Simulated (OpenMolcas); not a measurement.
## Ta4+: moving the ligands

Ta4+ with 6 ligands (bromide) in octahedral coordination (Oh) at 2.59 Å. A charge of +0.333 e stands 3.2 Å behind each ligand. Ligand basis ANO-RCC-VDZP.

```yaml
Program: OpenMolcas
Method: CASSCF
Basis: ANO-RCC-VDZP [7s6p4d2f1g]
Scalar_Hamiltonian: DKH2, point nucleus
Active_space: 1 electron in 5 orbitals (5d)
State_averaging: 2S+1 = 2 even, 5 roots
Spin-orbit_coupling: state interaction with AMFI integrals over the reference wave functions
```

Runs around this geometry, states (labels of O, the rotations of Oh). Energies in cm-1 above the lowest state or level, χT in cm3 K/mol; under a threefold ground state the first gap can be a small split of the lowest multiplet, not the spin-orbit step; 10Dq is the gap between the two states.

| R (Å) | Ground state | First state of that spin | 10Dq | First gap with spin-orbit (degeneracies) | χT at 300 K |
| --- | --- | --- | --- | --- | --- |
| 2.53 | 2T2 | 2E 24138 | 24138 | 3449 (4, 2) | 0.045 |
| 2.59 | 2T2 | 2E 21925 | 21925 | 3545 (4, 2) | 0.045 |
| 2.72 | 2T2 | 2E 17807 | 17807 | 3741 (4, 2) | 0.047 |

Taking |10Dq| as R^-n, n = -ln(17807 / 24138) / ln(2.72 / 2.53) = 4.2 between the shortest and longest distance. The point-charge formula for a cubic d site gives n = 5.

An orbital triplet at a regular site is open to Jahn-Teller coupling, which can distort the site and quench the lowest spin-orbit gaps and is left out. With metal d orbitals alone the field can be off either way by tens of per cent. Ligand-to-metal charge-transfer states are missing. The least metal-like active orbital is 66 % on the metal (Löwdin) and no ligand orbital is active, so the numbers are rough (holds for R = 2.53). The least metal-like active orbital is 68 % on the metal (Löwdin) and no ligand orbital is active, so the numbers are rough (holds for R = 2.59). The least metal-like active orbital is 72 % on the metal (Löwdin) and no ligand orbital is active, so the numbers are rough (holds for R = 2.72). No measured value stands beside these numbers; the geometry is a model, was not optimised and need not be the one that this ion takes.
